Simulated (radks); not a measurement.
Se, configuration [Ar] 3d10 4s2 4p4.

Calculated with a radial shooting solver on a logarithmic mesh with Libxc functionals: Dirac Kohn-Sham, PBE, spin-unpolarised, spherical densities, finite nucleus; open shells fill j = l - 1/2 first; Fermi nuclear charge, rms radius 4.14 fm.

Energy parts (eV):
| part | energy |
|---|---|
| total | -66126.460 |
| kinetic | 67710.830 |
| electron-nucleus | -159664.662 |
| Hartree | 28219.372 |
| exchange-correlation | -2391.999 |

Orbitals (lengths in bohr, moments of r in powers of bohr; r(max) is where P^2 peaks):
orbital  occ.  eigenvalue (eV)     <r^2>      <r>   r(max)
1s1/2       2        -12500.67  0.002616  0.04408  0.02880
2s1/2       2        -1606.342   0.04521   0.1957   0.1645
2p1/2       2        -1441.017   0.03486   0.1685   0.1296
2p3/2       4        -1399.257   0.03632   0.1723   0.1327
3s1/2       2        -213.3289    0.3794   0.5739   0.5024
3p1/2       2        -156.7955    0.3982   0.5824   0.4947
3p3/2       4        -150.9230    0.4126   0.5930   0.5033
3d3/2       4         -53.5435    0.4939   0.6281   0.4513
3d5/2       6         -52.6491    0.5008   0.6325   0.4540
4s1/2       2         -17.2254     3.714    1.797    1.512
4p1/2       2          -6.7203     6.108    2.271    1.787
4p3/2       2          -6.3464     6.395    2.323    1.823

The highest occupied level is 4p3/2 at -6.346 eV. Summed over all electrons, <r^2> = 40.93 bohr^2, which gives a Langevin (diamagnetic) susceptibility term of -32.4 x 10^-6 cm^3/mol.
